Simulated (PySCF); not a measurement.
## AsH⁺ from Hartree–Fock to correlated methods

State: ²Π (doublet), unpaired electrons π ↑. Set-up: PySCF, no relativity, basis sets As aug-pcseg-1, H aug-pcseg-1. De refers to As⁺ + H in their high-spin ground configurations, without counterpoise correction. The functionals are run spin-unrestricted. A positive dipole points towards H; it is taken about the centre of mass and depends on that origin.

```json
{"Level": "UHF", "Re (Å)": "1.516", "ωe (cm⁻¹)": "2341", "De (eV)": "2.12", "μ (D)": "0.97"}
{"Level": "UHF-MP2", "Re (Å)": "1.524", "ωe (cm⁻¹)": "2257", "De (eV)": "2.73", "μ (D)": "n/a"}
{"Level": "UHF-SCS-MP2", "Re (Å)": "1.525", "ωe (cm⁻¹)": "2247", "De (eV)": "2.81", "μ (D)": "n/a"}
{"Level": "UHF-CCSD", "Re (Å)": "1.534", "ωe (cm⁻¹)": "2177", "De (eV)": "2.87", "μ (D)": "n/a"}
{"Level": "UHF-CCSD(T)", "Re (Å)": "1.535", "ωe (cm⁻¹)": "2165", "De (eV)": "2.89", "μ (D)": "n/a"}
{"Level": "PBE", "Re (Å)": "1.557", "ωe (cm⁻¹)": "2115", "De (eV)": "3.13", "μ (D)": "0.81"}
{"Level": "PW91", "Re (Å)": "1.555", "ωe (cm⁻¹)": "2120", "De (eV)": "3.15", "μ (D)": "0.80"}
{"Level": "BP86", "Re (Å)": "1.557", "ωe (cm⁻¹)": "2110", "De (eV)": "3.30", "μ (D)": "0.82"}
{"Level": "r²SCAN", "Re (Å)": "1.537", "ωe (cm⁻¹)": "2197", "De (eV)": "3.18", "μ (D)": "0.89"}
{"Level": "PBE0", "Re (Å)": "1.539", "ωe (cm⁻¹)": "2205", "De (eV)": "3.08", "μ (D)": "0.88"}
{"Level": "B97-3", "Re (Å)": "1.540", "ωe (cm⁻¹)": "2202", "De (eV)": "3.14", "μ (D)": "0.87"}
{"Level": "LC-ωPBE", "Re (Å)": "1.526", "ωe (cm⁻¹)": "2292", "De (eV)": "3.03", "μ (D)": "0.94"}
```

(1) Which functional lies closest to UHF-CCSD(T) in De, which farthest, and by how much do they differ from it?

(2) What does a quarter of exact exchange do here, going from PBE to PBE0?

(3) What does the step from GGA to meta-GGA do here, going from PBE to r²SCAN?

Correlated steps freeze 9 core orbitals. Correlated levels converge slowly with the basis: in double zeta they bind strong bonds too weakly, by up to about 1 eV, and carry superposition errors of some tenths. Spin–orbit coupling is left out. For an ion De counts to the pair picked by the measured ionisation energies or electron affinities, which need not be the lowest pair at this level. The state is the lowest determinant that a PBE0 search found; another state may lie lower at other levels.

The whole job (state search and all levels along the bond) took about 2.1 min on 1 thread of Arm Neoverse N1 (shared host), peak memory 0.5 GiB.

Answers

(1) Closest is LC-ωPBE (-0.9 pm in Re, +5.9 % in ωe, +0.14 eV in De against UHF-CCSD(T) in the same basis), farthest BP86 (+2.2 pm in Re, -2.5 % in ωe, +0.41 eV in De). CCSD(T) converges more slowly with the basis than the functionals do and binds too weakly in this one, so the order can change at the basis-set limit.

(2) PBE0 less PBE: -1.8 pm in Re, +4.3 % in ωe, -0.05 eV in De. Exact exchange removes part of the self-interaction that spreads semilocal densities, and in most molecules shortens and stiffens the bond and lowers De; so it does here.

(3) r²SCAN less PBE: -2.0 pm in Re, +3.9 % in ωe, +0.05 eV in De.
